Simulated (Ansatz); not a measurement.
Reactions of C$_{2}$H$_{5}$FSSi (`FC1C[SiH2]S1`).

Gas-phase electronic energies from Ansatz, PBE0-D4/def2-TZVP geometries. CBS: MP2 limit from def2 TZ/QZ plus the TZ coupled-cluster correction, frozen cores. This one scheme is used for every species, atoms too. Functionals use def2-TZVPP. B3LYP here is the variant with VWN-RPA as its local correlation; programs differ in this. Open shells (•) are unrestricted, without spin–orbit coupling. Spin–orbit coupling would lower the free atoms: a little for C, F, S, Si. Each species was taken in one conformer, which may not be the lowest.

```tsv
reaction	CCSD(T)/CBS(def2) (kJ/mol)
`FC1C[SiH2]S1` + CH₄ → `CC1C[SiH2]S1` + H–F	-36
`FC1C[SiH2]S1` → `C[Si]1(F)CS1`	-219
`FC1C[SiH2]S1` + H₂ → `C1CS[SiH2]1` + H–F	-89
`FC1C[SiH2]S1` → `CC1(F)[SiH2]S1`	49
`FC1C[SiH2]S1` → 2 C• + F• + 5 H• + S• + Si•	?
`FC1C[SiH2]S1` → `F[Si]1(S)CC1`	?
`FC1C[SiH2]S1` → `F/C(S)=C\[SiH3]`	117
`FC1C[SiH2]S1` → `C=C(F)S[SiH3]`	68
`FC1C[SiH2]S1` → `C[Si@H]1S[C@H]1F`	?
```

Question: Fill in the missing values. (Estimate.)

Answer: The calculation gave: `FC1C[SiH2]S1` → 2 C• + F• + 5 H• + S• + Si•: +3645.9 kJ/mol; `FC1C[SiH2]S1` → `F[Si]1(S)CC1`: -143.9 kJ/mol; `FC1C[SiH2]S1` → `C[Si@H]1S[C@H]1F`: +16.1 kJ/mol.

Largest T1 diagnostic: 0.013, for `CC1(F)[SiH2]S1`.
